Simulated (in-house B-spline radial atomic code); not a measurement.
Au. Computed with a B-spline radial atomic code. Model: non-relativistic spherical atom: semilocal Troullier-Martins pseudo-atom, one channel per l, against all electrons, high spin, G0W0 and RPA with empty states to l = 8, local potential for every l without a channel, a model core (radius 0 = none) keeps its share of the functional.

Without relativity these are model numbers for so heavy an element.

What the tables leave out is listed at the end.

The pseudopotential gives back the lowest level of each angular momentum of its own functional in the configuration it was made in; a second state of the same l is only approximately right. Exact exchange, RPA and GW see the smooth pseudo-orbitals and miss the exchange with the core, for which the functional's share stands in. The column with an uncorrelated core keeps all orbitals and exact exchange, and so separates missing core correlation from pseudisation. Only the three outermost levels and the lowest empty one were computed. RPA here is direct RPA, with no exchange kernel, and its energies carry an (l + 1/2)⁻⁴ tail. A hybrid on a potential with a model core restores only its own semilocal share of the core's exchange.

Command:
```bash
python run_psgw.py task.json out
```
Settings (lengths in bohr, energies in hartree):
```
Z                      79
electrons              79
configuration          [Xe] 4f14 5d10 6s1
generated_in           [Xe] 4f14 5d10 6s1
functional             pbe,pbe
core_shells            9
radius_factor          1.3
core_correction        False
ion_configuration      [Xe] 4f14 5d10
```

Cost of the run: 2.3 min on 1 thread of Arm Neoverse N1, with other jobs on the host.

Given: made with PBE; model core radius 0 bohr; local radius 1.279 bohr; mean-field start PBE.

Valence shells of the generating configuration: 4f, 5s, 5p, 5d, 6s.

Channel: s 1.217, p 1.294, d 1.579, f 1.629 (radii in bohr).

Computed: largest level miss in the spin-unpolarised generating configuration 0.152 eV; valence RPA correlation energy all-electron orbitals -2.4151 hartree; valence RPA correlation energy pseudo -2.7159 hartree; all-electron RPA polarisability, core included 44.535 bohr³; ionisation by mean-field all-electron 7.4579 eV; ionisation by RPA all-electron 7.6277 eV; ionisation by RPA pseudo minus all -0.038 eV.

| level | occupied | mean-field all-electron (eV) | mean-field pseudo minus all (eV) | G0W0 all-electron (eV) | G0W0 uncorrelated core minus all (eV) | G0W0 pseudo minus all (eV) | exchange self-energy all-electron (eV) | exchange self-energy pseudo (eV) |
| --- | --- | --- | --- | --- | --- | --- | --- | --- |
| 6s up | 1 | -4.4227 | -0.152 | -7.4416 | 0.001 | -0.175 | -10.456 | -10.484 |
| 6s down (empty) | 0 | -3.704 | -0.158 | -1.5102 | 0.001 | -0.063 | -3.0799 | -2.9698 |

(1) What is the ionisation by mean-field pseudo minus all?

(2) What is the pseudo-atom RPA polarisability?

Given: mean-field start PBE0.

Computed: valence RPA correlation energy all-electron orbitals -2.3254 hartree; valence RPA correlation energy pseudo -2.6306 hartree; ionisation by mean-field all-electron 7.1573 eV; ionisation by mean-field pseudo minus all 0.107 eV; ionisation by RPA all-electron 7.4836 eV; ionisation by RPA pseudo minus all -0.045 eV.

| level | occupied | mean-field all-electron (eV) | mean-field pseudo minus all (eV) | G0W0 all-electron (eV) | G0W0 uncorrelated core minus all (eV) | G0W0 pseudo minus all (eV) | exchange self-energy all-electron (eV) | exchange self-energy pseudo (eV) |
| --- | --- | --- | --- | --- | --- | --- | --- | --- |
| 6s up | 1 | -4.9703 | -0.083 | -7.4354 | 0.002 | -0.071 | -10.206 | -10.106 |
| 6s down (empty) | 0 | -2.6451 | -0.065 | -1.2473 | 0.001 | -0.008 | -2.6717 | -2.5112 |

(3) What is the pseudo-atom RPA polarisability?

(4) What is the all-electron RPA polarisability, core included?

Given: mean-field start Hartree-Fock.

Computed: valence RPA correlation energy pseudo -2.4153 hartree; all-electron RPA polarisability, core included 34.44 bohr³; pseudo-atom RPA polarisability 35.756 bohr³; ionisation by mean-field pseudo minus all -0.116 eV; ionisation by RPA all-electron 7.0959 eV; ionisation by RPA pseudo minus all -0.103 eV.

```
  level  occupied  mean-field all-electron (eV)  mean-field pseudo minus all (eV)  G0W0 all-electron (eV)  G0W0 uncorrelated core minus all (eV)  G0W0 pseudo minus all (eV)  exchange self-energy all-electron (eV)  exchange self-energy pseudo (eV)
  6s up         1                       -6.0397                             0.134                 -7.1056                                  0.002                       0.215                                 -8.9904                           -8.5197
5d down         1                        -14.13                            -0.809                 -13.862                                 -0.041                       0.226                                 -33.391                           -34.283
  5d up         1                       -14.215                            -0.796                 -13.961                                  -0.04                       0.225                                 -33.094                           -34.017
```

(5) What is the ionisation by mean-field all-electron?

(6) What is the valence RPA correlation energy all-electron orbitals?

## Answers

(1) 0.207 eV.

(2) 42.216 bohr³.

(3) 37.865 bohr³.

(4) 39.073 bohr³.

(5) 5.9305 eV.

(6) -2.1029 hartree.

Among the listed levels the largest G0W0 shift of the pseudo-atom is +0.23 eV, for 5d down on the Hartree-Fock start, while leaving the core uncorrelated moves that level by -0.04 eV. So pseudisation and the lost core exchange, not the missing core correlation, make the error. Not in the tables (levels of low weight, unsolved or above zero; the highest and the empty levels are kept at any weight): on PBE the G0W0 levels 5d down (pseudo minus all -2.03 eV, weights 0.14 and 0.02), 5d up (pseudo minus all -1.17 eV, weights 0.13 and 0.02); on PBE0 the G0W0 levels 5d down (pseudo minus all -0.58 eV, weights 0.69 and 0.74), 5d up (pseudo minus all -0.55 eV, weights 0.66 and 0.69).
